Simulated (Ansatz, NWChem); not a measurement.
BCl2F (dichlorofluoroborane): the vertical ionisation energy from total energies

BCl2F has 4 atoms, charge 0, and is taken as a singlet. SMILES: `FB(Cl)Cl`. Geometry: relaxed at PBE0-D4/def2-TZVP.

Both states at this one shape; open shells run unrestricted unless said. 1 Eh = 27.2114 eV.

| level | program | singlet BCl2F (Eh) | doublet BCl2F+ (Eh) |
| --- | --- | --- | --- |
| revPBE/STO-3G | Ansatz | -1033.260118 | -1032.886173 |
| BHLYP/STO-3G | Ansatz | -1033.461536 | -1033.049126 |
| B3LYP/6-31G* (spherical functions) | NWChem | -1045.217431 | -1044.785356 |
| CAM-B3LYP/STO-3G | Ansatz | -1033.379078 | -1032.972066 |

Question: Work out the vertical ionisation energy at each level.

Answer: 
1. revPBE/STO-3G: -1032.886173 − (-1033.260118) = 0.373945 Eh = 10.18 eV.
2. BHLYP/STO-3G: -1033.049126 − (-1033.461536) = 0.412410 Eh = 11.22 eV.
3. B3LYP/6-31G* (spherical functions): -1044.785356 − (-1045.217431) = 0.432075 Eh = 11.76 eV.
4. CAM-B3LYP/STO-3G: -1032.972066 − (-1033.379078) = 0.407012 Eh = 11.08 eV.

No measured value is set beside it here; the levels span 10.18 to 11.76 eV. Minimal sets are far from the basis-set limit.
